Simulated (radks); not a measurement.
Question: Neutral strontium, [Kr] 5s2. All-electron calculation, non-relativistic Kohn-Sham, exchange-only LDA, spin-polarised, spherical densities, point nucleus. Program: a radial shooting solver on a logarithmic mesh with Libxc functionals. Every spin shell is full or empty, so the densities are truly spherical. Functionals are evaluated on that one density, not self-consistently. Rank these orbital-free kinetic functionals by their error against the exact value of the orbitals, and give that value: Thomas-Fermi, von Weizsacker, TF + vW, TF + vW/5, APBEK, revAPBEK, Perdew 92, Thakkar, Pearson, LKT, PG1.

Answer: Exact: 3126.00 hartree. From best to worst, with 100 (|E| - |E exact|)/|E exact| (equal figures are ties): APBEK +0.12, revAPBEK +0.33, Thakkar -0.49, Perdew 92 -0.70, Pearson -1.03, TF + vW/5 +3.33, Thomas-Fermi -5.77, PG1 +16.80, LKT +21.29, TF + vW +39.71, von Weizsacker -54.52.
